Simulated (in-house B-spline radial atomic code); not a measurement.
wB97X excitations of the neon ion Ne⁶⁺

Method: wB97X. Computed with an all-electron radial atomic-structure program (B-spline basis): linear response of the closed shell [He] 2s2 with the functional's adiabatic kernel; non-relativistic, point nucleus, no spin-orbit coupling, no double excitations, S, P, D and F terms only.

Command:
```bash
python run_td.py task.json out
```
Settings (radii: box in bohr, nucleus in fm):
```
Z                        10
electrons                4
configuration            [He] 2s2
hamiltonian              nr
method                   wb97x
box_radius               14.35
intervals                48
```

Time taken, with all properties: 0.1 s on 1 thread of Intel(R) Xeon(R) 6975P-C (Granite Rapids), on a shared host.

The lowest states, in the order of their Tamm-Dancoff energies; the method's threshold (minus the highest occupied level) is 197.87 eV. Labels give the largest channel, * marks a mixed state, and oscillator strengths are full-response dipole values. Semilocal kernels can invert the small singlet-triplet splittings of Rydberg terms. Energies in eV:

```csv
state,full response,Tamm-Dancoff,oscillator strength
2s → 2p 3P,9.775,12.084,-
2s → 2p 1P,?,?,?
2s → 3s 3S,118.74,118.81,-
2s → 3s 1S,121.40,121.45,-
2s → 3p 3P,124.03,124.12,-
2s → 3p 1P,124.70,124.78,0.485
2s → 3d 3D,127.49,127.56,-
2s → 3d 1D,128.82,128.88,-
2s → 4s 3S,154.01,154.03,-
2s → 4s 1S,154.79,154.81,-
2s → 4p 3P,?,?,-
2s → 4p 1P,156.25,156.28,0.141
2s → 4d 3D,157.15,157.17,-
2s → 4d 1D,157.93,157.94,-
2s → 4f 3F,158.95,158.97,-
2s → 4f 1F,159.51,159.52,-
2s → 5s 3S,169.90,169.92,-
2s → 5s 1S,170.27,170.28,-
2s → 5p 3P,170.93,170.95,-
2s → 5p 1P,171.03,171.05,0.0634
```

Task: Where does 2s → 4p 3P lie?

Result: At 156.07 eV in full response, 156.10 eV in Tamm-Dancoff.

Task: Where does 2s → 2p 1P lie?

Result: At 24.220 eV in full response, 25.031 eV in Tamm-Dancoff, oscillator strength 0.386.

Task: How large is the singlet-triplet splitting of 2s → 2p (P terms) in Tamm-Dancoff?

Result: 12.9 eV, from the unrounded values.

Task: What polarisabilities and dispersion coefficient does the method give?

Result: Dipole 0.5258 bohr³, quadrupole 0.09548 bohr⁵, C6 0.2077 hartree·bohr⁶ for two such species.
